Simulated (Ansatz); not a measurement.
Program: Ansatz. Geometries: PBE0-D4/def2-TZVP. ΔE: electronic, gas phase. CBS: MP2 limit from def2 TZ/QZ plus the TZ coupled-cluster correction, frozen cores. Functionals use def2-TZVPP. def2 core potentials past Kr. For Ge, I outer-core shells are correlated without core-valence functions, which leaves a few kJ/mol of doubt a bond. Scalar relativity is left out up to krypton. One conformer a species, not always the lowest.

`BBCBI` + GeH₄ → `B[BH][GeH3]` + `CBI`  (formal exchange of groups at a B–C bond)

| species | PBE-D4 energy (Eh) |
| --- | --- |
| `BBCBI` | -413.78228 |
| GeH₄ | -2079.06008 |
| `B[BH][GeH3]` | -2129.83888 |
| `CBI` | -363.00202 |

Work out ΔE.

ΔE = (-2129.83888) + (-363.00202) − (-413.78228) − (-2079.06008) = 0.00146 Eh = +0.04 eV. CCSD(T)/CBS gives +0.10 eV.

Largest T1 diagnostic among the species: 0.013.

From PBE to PBE0 (25 % exact exchange), in def2-TZVPP and without D4, ΔE moves by +0.03 eV. The D4 term adds +0.03 eV with B3LYP and +0.02 eV with PBE0; it sums over pairs of atoms, weighted by their polarisabilities, and B3LYP, whose exchange is more repulsive, gets the larger term.

B3LYP here is the variant with VWN-RPA as its local correlation; programs differ in this.
